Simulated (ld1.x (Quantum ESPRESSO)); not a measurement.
Values are calculated unless marked as measured or tabulated.
# Potentials for arsenic compared

Generated with ld1.x 7.5 (TM, RRKJ, ultrasoft, PAW), atompaw 4.2 or ONCVPSP 4.0.1. The cutoff is in Ry: for ld1.x and atompaw files where the sum of valence levels is converged to 10 mRy in a Bessel basis, for ONCV files where the hardest occupied wave has 1 mHa per electron of residual kinetic energy. The error is the largest all-electron minus pseudo excitation energy over each file’s own four to seven test configurations (ionisations up to +4, promotions, holes and added fractions of an electron), all of which were solved. The labels leave out finer settings (local radius, basis sizes, second energies), which also bear on the numbers. Spin-polarised tests are not counted. The rows are a selection from randomly drawn settings: files with unsolved tests, undetermined cutoffs or missed reference levels are left out.

A true bound ghost makes a file unfit for plane-wave use even where its test errors are small: the radial tests pick states by their node count and pass the ghost by.

| potential | cutoff (Ry) | largest error (meV) | bound ghosts |
| --- | --- | --- | --- |
| TM, PBE, fully relativistic, rc 1.20/1.40 (sp), local s, core correction yes, reference 4s2 4p2 | 80 | -268 | p3/2, p1/2 |
| PAW, PBE, scalar-relativistic, rc 1.60/2.15/1.20 (spd), local smoothed, core correction yes, reference 3d10 4s2 4p3 | 110 | -96 | none |
| RRKJ, BLYP, scalar-relativistic, rc 1.60/1.50/1.10 (spd), local smoothed, core correction yes, reference 3d10 4s2 4p3 | 200 | +25 | none |

(1) Fill in the row for As: TM, LDA (PZ), scalar-relativistic, rc 1.40/1.60/1.65 (spd), local s, core correction no, reference 4s2 4p2.

(2) Fill in the row for As: TM semilocal, PBE, scalar-relativistic, rc 1.50/1.55/1.05 (spd), local p, core correction no, reference 3d10 4s1.5 4p3.5.

## Answers

(1) cutoff 40 Ry, largest error +76 meV, bound ghosts: d.

(2) cutoff 260 Ry, largest error -495 meV, bound ghosts: none.
